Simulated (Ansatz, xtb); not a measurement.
# Two isomers of C4H6OSSe

We compare a, `CC(=S)[C@H]([SeH])C=O`, a singlet, with b, `C[Se]C(=S)CC=O`, a singlet. Both are isolated molecules in the gas phase, relaxed with B3LYP-D3(BJ)/def2-SVP, each in the lowest conformer that the search found.

Question: Which of the two would you expect CCSD(T)/def2-SVP + ΔMP2/def2-TZVPP electronic energies to favour?

Answer: Not settled: CCSD(T)/def2-SVP + ΔMP2/def2-TZVPP gives E(b) − E(a) = −18.8 kJ/mol, but this leans on the basis-set step: CCSD(T) alone gives −2.6 kJ/mol.

The same difference at several levels:

```json
{"level": "B3LYP-D3(BJ)/def2-SVP", "geometry": "B3LYP-D3(BJ)/def2-SVP", "E(b) − E(a) (kJ/mol)": "−18.3", "departure from the last row (kJ/mol)": "+0.5", "job, with rough time for the two": "optimisation, 91 s"}
{"level": "HF/def2-SVP", "geometry": "B3LYP-D3(BJ)/def2-SVP", "E(b) − E(a) (kJ/mol)": "−1.6", "departure from the last row (kJ/mol)": "+17.3", "job, with rough time for the two": "part of the CCSD(T) run"}
{"level": "MP2/def2-SVP", "geometry": "B3LYP-D3(BJ)/def2-SVP", "E(b) − E(a) (kJ/mol)": "−8.2", "departure from the last row (kJ/mol)": "+10.6", "job, with rough time for the two": "part of the CCSD(T) run"}
{"level": "CCSD(T)/def2-SVP", "geometry": "B3LYP-D3(BJ)/def2-SVP", "E(b) − E(a) (kJ/mol)": "−2.6", "departure from the last row (kJ/mol)": "+16.2", "job, with rough time for the two": "single point"}
{"level": "CCSD(T)/def2-SVP + ΔMP2/def2-TZVPP", "geometry": "B3LYP-D3(BJ)/def2-SVP", "E(b) − E(a) (kJ/mol)": "−18.8", "departure from the last row (kJ/mol)": "", "job, with rough time for the two": "single point, 100 s"}
```

As drawn, b has 1 C–Se, 1 C–H in place of 1 C–C, 1 Se–H.

HF/def2-SVP finds them nearly level. The largest departure from CCSD(T)/def2-SVP + ΔMP2/def2-TZVPP is that of HF/def2-SVP, 17.3 kJ/mol. Levels run at GFN2-xTB geometries aren't shown. The last row adds to CCSD(T) the change of the MP2 difference between the two basis sets, here −16.2 kJ/mol, a large step that makes the value less sure.

With thermal terms from frequencies at re-optimised GFN2-xTB minima (ideal gas, soft modes damped towards free rotors, one conformer each, 298.15 K, 1 atm): the zero-point term adds +6.9 kJ/mol; ΔH is −11.7 and ΔG −13.2 kJ/mol.

The correlated steps freeze 19 core orbitals; the filled d shell of Se is correlated, in a basis made for valence electrons. Mirror images aren't counted in ΔG. Programs: Ansatz 0.2.0, xtb 6.7.1; the last row on 4 threads of Arm Neoverse V2 on a shared host.
